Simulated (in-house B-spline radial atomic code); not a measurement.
Ionising neutral cadmium with different functionals

Computed with an all-electron radial atomic-structure program (B-spline basis): non-relativistic Hamiltonian, point nucleus, spin-polarised at highest spin, spherical fractional occupations for the functionals, and exact exchange of hybrids averaged over the configuration. The ionisation energy is the difference of two self-consistent energies, [Kr] 4d10 5s2 → [Kr] 4d10 5s1, without Breit or QED terms; ε is the level of the shell that loses the electron (its least bound occupied spin orbital). There is no spin-orbit coupling in this Hamiltonian.

```csv
method,rung,ΔSCF (eV),-ε(5s) (eV)
PBE0,global hybrid,8.25,5.95
B3LYP,global hybrid,8.57,5.95
TPSSh,global hybrid,8.20,5.47
M06-2X,global hybrid,8.37,6.37
BHandHLYP,global hybrid,8.17,6.60
r2SCAN0,global hybrid,8.17,6.11
B97-1,global hybrid,8.48,5.79
HSE06,range-separated hybrid,8.29,5.63
wB97X,range-separated hybrid,8.47,8.04
CAM-B3LYP,range-separated hybrid,8.45,7.15
LC-wPBE,range-separated hybrid,7.96,8.02
```

(1) Among the functionals, which spreads more, the ΔSCF values or the orbital energies?

(2) How do they compare with the NIST value?

## Answers

(1) The orbital energies: ΔSCF values span about 0.61 eV and the orbital energies 2.57 eV; here energy differences depend much less on the functional than eigenvalues do.

(2) NIST lists 8.994 eV (measured, ground level to ground level). Errors run from -1.03 to -0.42 eV; B3LYP is closest (-0.42 eV), but part of that can be cancellation, since the calculations leave out relativity, Breit-QED terms.
